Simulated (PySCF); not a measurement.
Compound: C4H12Si.
Numbering: `[CH3:1][CH2:2][CH2:3][SiH2:4][CH3:5]` (hydrogens: H6, H7, H8 on C1; H9, H10 on C2; H11, H12 on C3; H13, H14 on Si4; H15, H16, H17 on C5)

Method used: PySCF, PBE0-D3(BJ)/def2-SVP geometry optimisation, gas phase.

List the bond lengths, angles and torsions at this level.

```
                  bond  length (Å)
                 C1–C2       1.522
                 C2–C3       1.528
                C3–Si4       1.887
                Si4–C5       1.882
   C1–H6, C1–H7, C1–H8       1.101
         C2–H9, C2–H10       1.104
        C3–H11, C3–H12       1.105
      Si4–H13, Si4–H14       1.499
C5–H15, C5–H16, C5–H17       1.101
```

Bonds in one row agree within 0.01 Å and their mean is given. A selection of angles:
```
      angle  degrees
   C2–C1–H6    111.1
   H6–C1–H7    107.7
   C1–C2–C3    113.5
   C1–C2–H9    109.4
   C3–C2–H9    109.4
  H9–C2–H10    105.5
  C2–C3–Si4    114.8
  C2–C3–H11    110.1
 Si4–C3–H11    108.0
 H11–C3–H12    105.5
  C3–Si4–C5    111.6
 C3–Si4–H13    109.4
 C5–Si4–H13    109.3
H13–Si4–H14    107.6
 Si4–C5–H15    111.1
 H15–C5–H16    107.8
```

Torsions: C1–C2–C3–Si4 179° (antiperiplanar); C2–C3–Si4–C5 -61° (synclinal). The mirror-image conformer, all signs reversed, is as good.

Si4 (SiH2 silicon) is tetrahedral (angles from 107.6° to 111.6°).

Point group: C1 (no symmetry element, even within 0.4 Å). PBE0-D3(BJ)/def2-SVP frequencies: not computed here. The numbers are those of one conformer.
